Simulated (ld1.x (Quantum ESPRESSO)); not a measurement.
## What one change does to a pseudopotential (titanium, PAW)

| Property | Result |
| --- | --- |
| Element | Ti |
| Generator | ld1.x (Quantum ESPRESSO) 7.5 |
| Type | PAW |
| Functional | PBE |
| Relativity | scalar-relativistic |
| Frozen core | [Ar] |
| Valence charge | 4 |
| Reference configuration | 3d2 4s2 4p0 |
| Partial waves | 4s (bound): rcut 2.40, rcutus 3.35 bohr; 4s channel at 0.05 Ry: rcut 2.40, rcutus 3.35 bohr; 4p (bound, empty): rcut 2.80, rcutus 3.30 bohr; 4p channel at 1.25 Ry: rcut 2.80, rcutus 3.30 bohr; 3d (bound): rcut 2.20, rcutus 2.40 bohr; 3d channel at 1.6 Ry: rcut 2.20, rcutus 2.40 bohr |
| Local potential | all-electron potential smoothed inside 3.30 bohr (lloc = -1) |
| Core correction | Bessel-smoothed model core, default radius (core density twice the valence density) |
| Augmentation charge | BESSEL, radius 2.35 bohr |

Change: waves 4p (bound): rcut 1.98, rcutus 2.10 bohr; 4p channel at 1.25 Ry: rcut 1.98, rcutus 2.10 bohr.

Cutoffs: the cutoffs (Ry, on a coarse ladder) from which the occupation-weighted sum of valence levels, in a spherical-Bessel basis at the reference potential, stays within 10 and 1 mRy of its value at 400 Ry; they do not see the model core or the augmentation charge, which bear on the density cutoff. Errors are all-electron minus pseudo energies relative to the spin-unpolarised reference configuration.

Task: Predict the effect on cutoff, ghosts and configuration errors.

Result: The potential gets neither clearly harder nor softer (15 Ry and 18 Ry → 15 Ry and 18 Ry); a bound ghost appears in p, which as a rule spoils a file; the number of tests that count goes from 7 to 6; the errors of the 6 common tests hardly move.

```csv
quantity,base,changed
"cutoff, loose",15 Ry,15 Ry
"cutoff, tight",18 Ry,18 Ry
bound ghosts,none,p
"tests counted (converged, no solver errors)",7 of 7,6 of 7
"error for 3d2 4s1 4p0, meV [ΔE 7.35 eV]",-2.6,-2.6
"error for 3d2 4s0 4p0, meV [ΔE 20.92 eV]",-17,-17
"error for 3d1 4s0 4p0, meV [ΔE 47.87 eV]",-689,-689
"error for 3d1 4s2 4p0, meV [ΔE 9.74 eV]",-243,-243
"error for 3d3 4s0 4p0, meV [ΔE 7.39 eV]",-148,-148
"error for 3d3 4s1 4p0, meV [ΔE 1.11 eV]",-86,-86
s: phases at 3.63 bohr within 0.05 rad from the reference energy up to (Ry; the scan ends near 5),1.6,1.6
p: phases at 3.63 bohr within 0.05 rad from the reference energy up to (Ry; the scan ends near 5),2.4,2.5
d: phases at 3.63 bohr within 0.05 rad from the reference energy up to (Ry; the scan ends near 5),3.4,3.4
lowest overlap eigenvalue by channel,"s 0.41, p 0.64, d 0.86","s 0.41, p 0.01, d 0.86"
```

Changed file: The cutoffs count occupied waves only; the empty 4p level needs 30 Ry at the loose tolerance. Tests not counted: 3d2 4s0 4p1 (solver errors, printed error -48.5 eV). A true bound ghost makes a file unfit for plane-wave use even where its test errors are small: the radial tests pick states by their node count and pass the ghost by. Where a test does run into it, the solver fails or the error is huge.
